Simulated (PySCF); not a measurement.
# Ionisation energy of Eu²⁺ by level of theory

Eu²⁺ [Xe] 4f7 [4f5/2^6 4f7/2^1, M_J = 7/2] → Eu³⁺ [Xe] 4f6 [4f5/2^6, M_J = 0], as a difference of total energies. Calculation: PySCF 2.14, in x2c-TZVPall-2c (11s11p10d4f1g, 131 functions); the two-component X2C-1e Hamiltonian. Correlated levels: [Ar] 3d10 frozen; the 18 highest virtual spinors dropped. "Screened" scales the spin-orbit matrix elements by Boettger's factors to mimic the two-electron term; Breit and QED terms are absent.

```json
{"method": "GHF (spin-free)", "ionisation energy (eV)": "22.699"}
{"method": "GMP2 (spin-free)", "ionisation energy (eV)": "24.785"}
{"method": "GHF (screened spin-orbit)", "ionisation energy (eV)": "22.328"}
{"method": "GMP2 (screened spin-orbit)", "ionisation energy (eV)": "24.407"}
```

Problem. How much does correlation contribute at GMP2 (screened spin-orbit)?

Solution. 24.407 − (22.328) = 2.079 eV, measured against GHF (screened spin-orbit).

The spin-free rows relax to the high-spin LS determinant and lack the spin-orbit shift.

The labels give the starting determinants; with spin-orbit coupling the two ends relaxed to ⟨J²⟩ = 15.76, ⟨L²⟩ = 0.10, ⟨S²⟩ = 15.70 and ⟨J²⟩ = 5.43, ⟨L²⟩ = 11.87, ⟨S²⟩ = 11.86.

The determinant of Eu³⁺ mixes levels of different J (the jj label is only the starting occupation), so the difference between spin-free and spin-orbit rows is not the physical spin-orbit shift.

For comparison: 24.84 ± 0.03 eV (semi-empirical (NIST evaluation); NIST Atomic Spectra Database, ionization energies).
